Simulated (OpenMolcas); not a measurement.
# Exact exchange and the dipole moment of AlGeH4F

AlGeH4F: 7 atoms, total charge 0, spin state singlet. As SMILES, `[F][AlH][GeH3]`. Geometry: relaxed at PBE0-D4/def2-TZVP.

The dipole moment y, in D, basis def2-SVPD; a is the functional's share of exact exchange. Programs: OpenMolcas 26.06.

| functional | program | a | y (D) |
| --- | --- | --- | --- |
| r2SCAN | OpenMolcas | 0 | 1.28 |
| TPSS | OpenMolcas | 0 | 1.23 |
| B3LYP | OpenMolcas | 0.2 | ? |
| PBE0 | OpenMolcas | 0.25 | 1.38 |
| BHLYP | OpenMolcas | 0.5 | 1.42 |

**Question.** Fit y = c + s·a to the known rows and predict B3LYP.

**Answer.** 
1. Means of the 4 rows: a = 0.1875, y = 1.327.
2. Σ(Δa)² = 0.17188, Σ(Δa·Δy) = 0.059375, so the slope is 0.059375/0.17188 = 0.34544.
3. Intercept: 1.327 − (0.34544) × 0.1875 = 1.262. The largest residual of the fit is 0.032.
4. B3LYP: 1.262 + (0.34544) × 0.2 = 1.33 D.

The run gave 1.35 D, so the prediction is off by -0.02 D, within the largest residual. More exact exchange makes the molecule more polar here. The rows mix families of semi-local functionals, which the line can't see.
